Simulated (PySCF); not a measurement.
Structure with atom numbers: `[CH3:1][CH:2]([CH3:3])[O:4][Si@@H:5]([OH:6])[SiH2:7][Cl:8]`; H(Xn) means a hydrogen on atom n. Ha(Si7) is pro-R; Hb(Si7) is pro-S.

[PySCF 2.14: coordinates at the GFN2-xTB level; PBE0/pcSseg-1 with gauge-including orbitals; fast rotation and ring inversion assumed for equivalent nuclei; single conformer; gas phase; non-relativistic]

δ = σ(ref) − σ, references computed at the same level: ¹³C (σref 186.93), ¹H (σref 31.72), ²⁹Si (σref 349.16) vs TMS; ¹⁷O (σref 336.08) vs H2O; ³⁵Cl (σref 949.78) against HCl.

```
  atoms  nucleus  count  Hirshfeld charge  δ (ppm)
  H(O6)       ¹H      1              0.18     1.83
Hb(Si7)       ¹H      1             -0.07        ?
  H(C1)       ¹H      3              0.04     1.26
    Si5     ²⁹Si      1              0.38    -25.0
     O4      ¹⁷O      1             -0.22     80.1
     C1      ¹³C      1             -0.12     27.4
  H(C3)       ¹H      3              0.04     1.37
 H(Si5)       ¹H      1             -0.09     5.58
    Cl8     ³⁵Cl      1             -0.14        ?
    Si7     ²⁹Si      1              0.25    -44.3
     O6      ¹⁷O      1             -0.31        ?
     C2      ¹³C      1              0.06     66.1
Ha(Si7)       ¹H      1             -0.07     5.27
     C3      ¹³C      1             -0.13        ?
  H(C2)       ¹H      1              0.03        ?
```

Question: Estimate the values marked ?.

Answer: 
- C3: 28.0 ppm, methyl carbon; aliphatic region, no heteroatom directly attached
- Hb(Si7): 5.09 ppm, hydrogen on a silicon bonded to Cl, Si
- H(C2): 4.22 ppm, hydrogen on an sp3 CH bonded to O; its carbon carries O, which withdraws density
- O6: 43.5 ppm, oxygen bonded to Si, H
- Cl8: -135 ppm, chlorine bonded to Si

OH/NH shifts are gas-phase values; hydrogen bonding in solution moves them, usually downfield. Shifts are as computed. Against solution values, carbons near 30 ppm lie about +3 ppm off and those near 130 ppm about +5 ppm. Of 1211 compounds with measured shifts, 218 miss one by over three times the rms of a fit or turn the order of signals round; such compounds aren't used in these exercises. Experimental scales use liquid or dissolved standards, which lie at an offset from isolated H2O (liquid H2O: subtract about 36 ppm).
